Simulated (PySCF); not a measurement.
Molecule: Si(OH)(OMe)(SeH)2, SMILES CO[Si](O)([SeH])[SeH] (CH6O2Se2Si). Atoms near the plane z = 1.2 Å, at the CAM-B3LYP/def2-SVP optimised geometry (x, y, z in Å): C1 (1.0, 1.3, 2.4), O2 (1.2, 0.3, 1.5), Si3 (0.5, 0.1, 0.0), Se5 (-1.7, 0.1, 0.0), H7 (1.3, 2.3, 2.0), H11 (-1.8, 1.5, 0.0).

Method: PySCF 2.14.0 with CAM-B3LYP/def2-TZVP. Cells within 0.4 Å of a nucleus heavier than hydrogen are left out (blank, or x). The values are rescaled to run from 0 to 1.

```
|333333333333333333333333333|
|333333333333333443333333333|
|333333333333344444433333333|
|333333333334444444443333333|
|333333333344444444443333333|
|333333344444444444443333333|
|333444444444444444443333333|
|334444444444444444443333333|
|344444455444444433333333333|
|444455555554444333333333333|
|444556676655443322344333333|
|444567888765443201444433333|
|44556799986544310x554433333|
|445568999875443213554433333|
|445567899865443334444433333|
|444567787765443334444333333|
|444556666654443333333333333|
|444455555544443333333333333|
|344444454444433333333333333|
|344444444444333333333333333|
|333444444443333333333333333|
|333334444433333333333333333|
|333333333333333333333333333|
|333333333333333333333333333|
|333333333333333333333333333|
|333333333333333333333333333|
|333333333333333333333333333|
```
Scale: ten equal steps from 0.000 (start of '0') to 1.00 (end of '9'), in the order '0123456789'; x runs from -4.00 to 4.00, y from -4.00 (bottom) to 4.00 (top).

**Question.** Which quantity is mapped?
(A) an orbital amplitude
(B) electron localisation function
(C) deformation density (molecule minus spherical neutral atoms)
(D) log10 of the electron density

**Answer.** A, an orbital amplitude. In full: HOMO amplitude (bohr^(-3/2)).
